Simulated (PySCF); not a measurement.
# Do core-level shifts follow atomic charges?

Compound: C7H13Al.
Geometry (PBE0-D3(BJ)/def2-SVP, Å), atoms numbered from 1 in this order:
```
atom  x, y, z in Å
C1     2.861    2.481   -0.590
C2     2.144    1.765    0.095
Al3    1.004    0.610    1.125
C4    -0.059   -0.726    0.116
C5     0.830   -1.637   -0.733
C6    -0.925   -1.574    1.050
C7    -0.934    0.141   -0.809
C8    -1.658    1.277   -0.097
H9     3.494    3.117   -1.184
H10    0.975    0.790    2.703
H11    1.495   -1.062   -1.399
H12    0.215   -2.297   -1.374
H13    1.464   -2.294   -0.114
H14   -0.312   -2.204    1.715
H15   -1.579   -0.971    1.700
H16   -1.578   -2.253    0.469
H17   -1.673   -0.501   -1.328
H18   -0.298    0.571   -1.602
H19   -2.254    1.887   -0.792
H20   -2.334    0.915    0.692
H21   -0.948    1.988    0.378
```

Binding energies: delta-SCF UKS SCAN, pcX-2 on the ionised atom, pcseg-1 elsewhere, spin-free X2C in PySCF 2.14.0. Charges: PBE0/pcSseg-1 ground-state density, for the ionised atom.

| atom | environment | C 1s (eV) | Mulliken (e) | IAO (e) | Hirshfeld (e) | ESP (e) |
| --- | --- | --- | --- | --- | --- | --- |
| C4 | sp3 carbon without hydrogen | 289.47 | -0.781 | -0.278 | -0.110 | +0.155 |
| C2 | alkyne carbon | 289.70 | -0.223 | -0.373 | -0.226 | -0.379 |
| C1 | terminal alkyne carbon | 290.18 | -0.173 | -0.188 | -0.093 | -0.289 |
| C5 | methyl carbon | 290.26 | -0.175 | -0.398 | -0.121 | -0.468 |
| C7 | chain CH2 carbon | 290.37 | -0.185 | -0.242 | -0.070 | +0.117 |
| C8 | methyl carbon | 290.73 | -0.304 | -0.397 | -0.103 | -0.413 |

Give the correlation coefficient and slope of binding energy on charge for each scheme.

Mulliken: r = 0.60, slope 1.2 eV per e; Hirshfeld: r = 0.49, slope 4.2 eV per e; IAO: r = -0.17, slope -0.9 eV per e; ESP: r = -0.39, slope -0.7 eV per e. Mulliken charges have the highest r, on only 6 points.

The point-charge model writes a binding energy as kq + V + constant, with V the potential of the other atoms' charges at the site. What does it give with the IAO charges?

V = Σ 14.40 eV Å × q/r over all other atoms: +0.17 eV at C4, +2.90 eV at C2, +0.39 eV at C1, +3.77 eV at C5, +0.89 eV at C7, +4.60 eV at C8. Fitting binding energy − V to q gives k = 18.4 eV per e and leaves an rms residual of 0.38 eV, against 0.41 eV for the fit on q alone. The model has no term for differences in relaxation between sites.

Spin contamination (⟨S²⟩ against 0.75 for a pure doublet) is marked for C 1s of C2 (0.86) and C 1s of C1 (0.86), which makes these values less certain. One conformer (not necessarily the lowest) at the PBE0-D3(BJ)/def2-SVP geometry, without solvent, vibrations or thermal averaging.
